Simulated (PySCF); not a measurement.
## Polarisability and C₆ of V (vanadium, neutral)

[Ar] 3d4 4s1, high-spin 6D determinant (an excited configuration). Computed with PySCF 2.14 in def2-QZVPPD (11s6p5d3f2g, 93 functions), with no relativity, point nucleus. Coupled (time-dependent) response in atomic units; α is the mean over directions.

| method | mean α (bohr³) | α xx, yy, zz | C₆ (like pair) | S(−4) |
| --- | --- | --- | --- | --- |
| TPSSh | 90.72 | 89.76, 89.76, 92.65 | 773.7 | 7338 |
| revPBE | 86.64 | 85.16, 85.16, 89.59 | 715.8 | 7206 |

S(−4) is the Cauchy moment in α(ω) = α(0) + S(−4) ω² + …

α(iu) at TPSSh:

| u (hartree) | α(iu) (bohr³) |
| --- | --- |
| 0 | 90.72 |
| 0.0500 | 75.96 |
| 0.100 | 52.49 |
| 0.200 | 25.86 |
| 0.300 | 15.75 |
| 0.500 | 8.664 |
| 0.750 | 5.545 |
| 1.00 | 4.004 |
| 1.50 | 2.426 |
| 2.00 | 1.640 |
| 3.00 | 0.8973 |
| 5.00 | 0.3913 |

A single London oscillator, α(iu) = α/(1 + u²/ω²), gives C₆ = (3/4) ω α². Matching the computed C₆ needs ω = 4 × 773.7 / (3 × 90.72²) = 0.125 hartree.

The components differ because the open shell of this determinant is not spherical; for a pure term their mean is the scalar polarisability.
